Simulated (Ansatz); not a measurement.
`[CH3][Al]([OH])[SiH2]O` and `[CH3][Al]([OH])[CH2]F` differ in one atom or group.

Ansatz, PBE0-D4/def2-TZVP geometries, multiplicity 1. Each molecule was computed in one conformer, which needn't be the lowest.

| property | `[CH3][Al]([OH])[SiH2]O` |
| --- | --- |
| HOMO energy (PBE/def2-TZVPP) / eV | -5.73 |
| LUMO energy (PBE0/def2-TZVPP) / eV | -1.15 |
| HOMO energy (B3LYP/def2-TZVPP) / eV | -6.73 |
| LUMO energy (B3LYP/def2-TZVPP) / eV | -1.33 |
| HOMO–LUMO gap (PBE0/def2-TZVPP) / eV | 5.76 |
| HOMO–LUMO gap (PBE/def2-TZVPP) / eV | 3.85 |

**Question.** Give the same properties after the change, and the shifts. (Estimate.)

**Answer.** Ansatz gave: 
```
                            property  `[CH3][Al]([OH])[CH2]F`  shift
   HOMO energy (PBE/def2-TZVPP) / eV                    -6.11  -0.38
  LUMO energy (PBE0/def2-TZVPP) / eV                    -0.19   0.96
 HOMO energy (B3LYP/def2-TZVPP) / eV                    -7.34  -0.61
 LUMO energy (B3LYP/def2-TZVPP) / eV                    -0.43   0.90
HOMO–LUMO gap (PBE0/def2-TZVPP) / eV                     7.36   1.60
 HOMO–LUMO gap (PBE/def2-TZVPP) / eV                     5.15   1.30
```

With PBE0 the HOMO falls by 0.64 eV and the LUMO rises by 0.96 eV, so the gap widens by about 1.60 eV. PBE moves the HOMO by -0.38 eV and ωB97M-V by -0.88 eV.

B3LYP here is the variant with VWN-RPA as its local correlation; programs differ in this.
